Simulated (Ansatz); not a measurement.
CH₅BClFGe (`B[C](F)(Cl)[GeH3]`). The species carries charge 0 and has multiplicity 1. Geometry: relaxed with PBE0-D4/def2-TZVP.

```xyz
10

B    -1.522    0.602   -0.248
C    -0.313    0.026    0.542
F    -0.314    0.131    1.885
Cl   -1.359   -1.482    0.051
Ge    1.517   -0.229   -0.172
H    -2.459    0.995    0.374
H    -1.398    0.786   -1.419
H     2.165   -1.417    0.548
H     2.288    1.066    0.114
H     1.396   -0.479   -1.677
```

(1) What is the dipole moment at r2SCAN/def2-TZVPP? (Estimate.)

(2) And with PBE, B3LYP, ωB97M-V? (Estimate.)

(3) Give the Mulliken charges with r2SCAN, ωB97M-V, B3LYP in def2-TZVPP. (Estimate.)

Results:

(1) Computed: 1.63 D, with components (1.51, -0.20, -0.56) D in this frame, pointing from negative to positive charge.

(2) Computed: PBE 1.56 D, B3LYP 1.67 D, ωB97M-V 1.74 D.

(3) Computed: 
| atom | r2SCAN | ωB97M-V | B3LYP |
| --- | --- | --- | --- |
| B1 | -0.15 | -0.31 | -0.22 |
| C2 | 0.24 | 0.16 | 0.25 |
| F3 | -0.17 | -0.16 | -0.18 |
| Cl4 | -0.09 | -0.04 | -0.10 |
| Ge5 | 0.11 | 0.05 | 0.11 |
| H6 | 0.02 | 0.10 | 0.05 |
| H7 | 0.01 | 0.08 | 0.04 |
| H8 | 0.01 | 0.04 | 0.02 |
| H9 | 0.00 | 0.03 | 0.01 |
| H10 | 0.01 | 0.05 | 0.02 |

B3LYP here is the variant with VWN-RPA as its local correlation; programs differ in this.
